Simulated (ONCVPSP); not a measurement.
Transferability test, ONCV potential for Ni

Ni, optimised norm-conserving Vanderbilt (ONCV), made with ONCVPSP 4.0.1 (PBE, scalar-relativistic). Core [Ne], reference 3s2 3p6 3d8 4s2. Waves: 3s+4s: rc 1.15 bohr, ncon 3, nbas 7, qcut 9.7 1/bohr, 2 projectors; 3p: rc 0.95 bohr, ncon 4, nbas 8, qcut 17.4 1/bohr, 1 projector; 3d: rc 1.45 bohr, ncon 5, nbas 10, qcut 11.6 1/bohr, 1 projector. Local part: polynomial inside 0.80 bohr (lpopt 5, dvloc0 -1 Ha). Core correction: Teter function, fcfact 1.5, rcfact 1.3.

Energies are relative to the spin-unpolarised reference configuration 3s2 3p6 3d8 4s2; without spin polarisation the order of configurations can differ from experiment.

| valence configuration | charge | ΔE all-electron (eV) | error AE − PS (meV) |
| --- | --- | --- | --- |
| 3s2 3p6 3d8 4s0 | +2 | 26.674 | +3.6 |
| 3s2 3p6 3d7 4s0 | +3 | 64.140 | -18 |

Q: What are ΔE and the potential's error for 3s2 3p6 3d8 4s1?

A: ΔE = 9.323 eV all-electron; the error (AE − PS) is +0.4 meV.

Q: What are ΔE and the potential's error for 3s2 3p6 3d7 4s2 4p1?

A: ΔE = 10.545 eV all-electron; the error (AE − PS) is +36 meV.
